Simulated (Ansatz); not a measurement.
Two isomers of CH8N2Si: A = `C[SiH](N)N`, B = `CN[SiH2]N`.

Program: Ansatz. Geometries: PBE0-D4/def2-TZVP. ΔE: electronic, gas phase. CCSD(T)/CBS adds triple-zeta CCSD(T) − MP2 to the extrapolated MP2 energy (def2 sets, frozen cores). Functionals use def2-TZVPP. B3LYP here is the variant with VWN-RPA as its local correlation; programs differ in this. Each species was taken in one conformer, which may not be the lowest.

A:

Z-matrix (Å, degrees):
```
C
Si 1 1.868
H 1 1.093 2 111.2
H 1 1.093 2 110.4 3 -120.0
H 1 1.094 2 111.4 3 120.6
N 2 1.714 1 117.3 3 59.8
N 2 1.717 1 105.8 3 -59.0
H 2 1.496 1 108.0 3 175.8
H 6 1.006 2 120.8 1 91.3
H 6 1.007 2 121.8 1 -61.1
H 7 1.007 2 120.3 1 179.7
H 7 1.006 2 120.7 1 -33.2
```

B:

Z-matrix (Å, degrees):
```
C
N 1 1.444
H 1 1.095 2 111.3
H 1 1.093 2 109.4 3 -118.3
H 1 1.098 2 113.5 3 121.9
Si 2 1.710 1 125.5 3 142.8
H 2 1.008 1 114.0 3 -57.0
N 6 1.711 2 108.2 1 -154.0
H 6 1.494 2 103.6 1 -28.6
H 6 1.495 2 117.4 1 89.6
H 8 1.006 6 121.8 2 61.0
H 8 1.006 6 120.4 2 -147.6
```

**Question.** Which isomer does CCSD(T)/CBS put lower? Give the gap. (Estimate.)

**Answer.** Computed: A, by 89.2 kJ/mol.

**Question.** Give E(B) − E(A) in kJ/mol with r2SCAN-D4, CCSD/def2-TZVPP, MP2/def2-TZVPP, ωB97M-V, B3LYP-D4, B2PLYP, CCSD(T)/def2-TZVPP. (An estimate is asked.)

**Answer.** The calculation gave: r2SCAN-D4 91.0, CCSD/def2-TZVPP 85.8, MP2/def2-TZVPP 90.4, ωB97M-V 89.1, B3LYP-D4 84.1, B2PLYP 85.5, CCSD(T)/def2-TZVPP 86.4. None reverses the order clearly.

**Question.** Does the order hold for the free energy at 298.15 K (harmonic terms from PBE0-D4)? (Best estimate.)

**Answer.** Ansatz gave: Yes: G(B) − G(A) = +89.2 kJ/mol, for one conformer each.

Largest T1 diagnostic: 0.010.

At CCSD(T), def2-SVP lies −23.5 kJ/mol from the extrapolated value and def2-TZVPP −2.8 kJ/mol. In def2-TZVPP, CCSD(T) changes the Hartree–Fock value by +7.5 kJ/mol (the triples alone add +0.6 kJ/mol) and MP2 by +11.5 kJ/mol.
